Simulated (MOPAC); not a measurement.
MOPAC input (PM3):

```
PM3 1SCF UHF MS=0.5 GEO-OK AUX(PRECISION=9) THREADS=1
H5N2OSi

N    -0.81979100 1   -1.19475500 1    0.79061300 1
Si    0.06719800 1    0.19909700 1    0.32565900 1
N     1.38586200 1   -0.38353100 1   -0.60524700 1
O    -0.63050400 1    1.29067500 1   -0.72287600 1
H    -1.43368800 1   -1.19239500 1    1.58762000 1
H    -1.05156200 1   -1.92037400 1    0.12606700 1
H     1.89189500 1    0.24322300 1   -1.21118900 1
H     1.97210200 1   -1.11890500 1   -0.24421300 1
H    -1.23797500 1    1.92368900 1   -0.33206200 1
```

From the output:

```
                                                       MOPAC v23.2.5 Linux

          FINAL HEAT OF FORMATION =        -90.05441 KCAL/MOL =    -376.78765 KJ/MOL

          COSMO AREA              =        107.61 SQUARE ANGSTROMS
          COSMO VOLUME            =         94.24 CUBIC ANGSTROMS

          IONIZATION POTENTIAL    =          6.876270 EV
          ALPHA SOMO LUMO (EV)    =         -6.876  1.015
          BETA  SOMO LUMO (EV)    =         -8.541 -0.779
          NO. OF ALPHA ELECTRONS  =         13
          NO. OF BETA  ELECTRONS  =         12
          MOLECULAR WEIGHT        =         77.1378         POINT GROUP:  C1

          MOLECULAR DIMENSIONS (Angstroms)

            Atom       Atom       Distance
            H     7    H     5     4.57754
            H     9    H     8     4.22093
            H     6   Si     2     1.65550

          SCF CALCULATIONS        =          1

   ATOM   CHEMICAL          X               Y               Z
  NUMBER   SYMBOL      (ANGSTROMS)     (ANGSTROMS)     (ANGSTROMS)

     1       N         -0.81979100  *  -1.19475500  *   0.79061300  *
     2      Si          0.06719800  *   0.19909700  *   0.32565900  *
     3       N          1.38586200  *  -0.38353100  *  -0.60524700  *
     4       O         -0.63050400  *   1.29067500  *  -0.72287600  *
     5       H         -1.43368800  *  -1.19239500  *   1.58762000  *
     6       H         -1.05156200  *  -1.92037400  *   0.12606700  *
     7       H          1.89189500  *   0.24322300  *  -1.21118900  *
     8       H          1.97210200  *  -1.11890500  *  -0.24421300  *
     9       H         -1.23797500  *   1.92368900  *  -0.33206200  *

                             CARTESIAN COORDINATES

   1    N       -0.819791000    -1.194755000     0.790613000
   2   Si        0.067198000     0.199097000     0.325659000
   3    N        1.385862000    -0.383531000    -0.605247000
   4    O       -0.630504000     1.290675000    -0.722876000
   5    H       -1.433688000    -1.192395000     1.587620000
   6    H       -1.051562000    -1.920374000     0.126067000
   7    H        1.891895000     0.243223000    -1.211189000
   8    H        1.972102000    -1.118905000    -0.244213000
   9    H       -1.237975000     1.923689000    -0.332062000

           Empirical Formula: H5 N2 O Si  =     9 atoms

      MOLECULAR POINT GROUP   :   C1

          ALPHA EIGENVALUES
 -35.46253 -28.27331 -27.38135 -16.87802 -15.50109 -15.05020 -14.30183 -13.13087
 -13.04727 -11.59027 -10.17112  -8.82373  -6.87627   1.01541   1.16110   1.71340
   4.59781   4.85183   5.44759   5.81086   6.04442

           BETA EIGENVALUES
 -35.43017 -28.18807 -27.27617 -16.82546 -15.45100 -14.77339 -14.12009 -12.96807
 -12.43932 -11.43194  -9.39486  -8.54116  -0.77908   1.35875   1.74958   2.22948
   4.64488   5.00058   5.47565   5.86682   6.16615

              NET ATOMIC CHARGES AND DIPOLE CONTRIBUTIONS

  ATOM NO.   TYPE          CHARGE      No. of ELECS.   s-Pop       p-Pop
    1          N          -0.245995        5.2460     1.37174     3.87425
    2         Si           0.498565        3.5014     1.18825     2.31319
    3          N          -0.157315        5.1573     1.37344     3.78388
    4          O          -0.497836        6.4978     1.76259     4.73525
    5          H           0.050105        0.9499     0.94989
    6          H           0.043402        0.9566     0.95660
    7          H           0.052176        0.9478     0.94782
    8          H           0.050105        0.9499     0.94989
    9          H           0.206793        0.7932     0.79321
 DIPOLE           X         Y         Z       TOTAL
 POINT-CHG.     0.745     0.107     1.748     1.903
 HYBRID        -0.795    -0.261    -1.043     1.337
 SUM           -0.050    -0.154     0.705     0.723

          ATOMIC ORBITAL ELECTRON POPULATIONS

     Atom    s        px        py        pz
    1  N   1.37174   1.48539   1.23110   1.15776
    2 Si   1.18825   0.77729   0.72408   0.81182
    3  N   1.37344   1.23469   1.19895   1.35024
    4  O   1.76259   1.63346   1.52862   1.57317
    5  H   0.94989
    6  H   0.95660
    7  H   0.94782
    8  H   0.94989
    9  H   0.79321

                    (SZ)    =    0.500000
                    (S**2)  =    0.762308

          ATOMIC ORBITAL SPIN POPULATIONS

    Atom   Total    s     px     py     pz
         Atomic
    1  N  0.0221  0.029  0.011 -0.005 -0.013
    2 Si  0.6577  0.225  0.009  0.087  0.337
    3  N  0.1939 -0.010 -0.002  0.071  0.134
    4  O  0.0989 -0.004  0.016 -0.007  0.095
    5  H -0.0032 -0.003
    6  H  0.0470  0.047
    7  H -0.0080 -0.008
    8  H -0.0076 -0.008
    9  H -0.0007 -0.001

 **********************
 *                    *
 * JOB ENDED NORMALLY *
 *                    *
 **********************

 == MOPAC DONE ==
```

The geometry given is a B3LYP-D3(BJ)/def2-TZVP minimum.
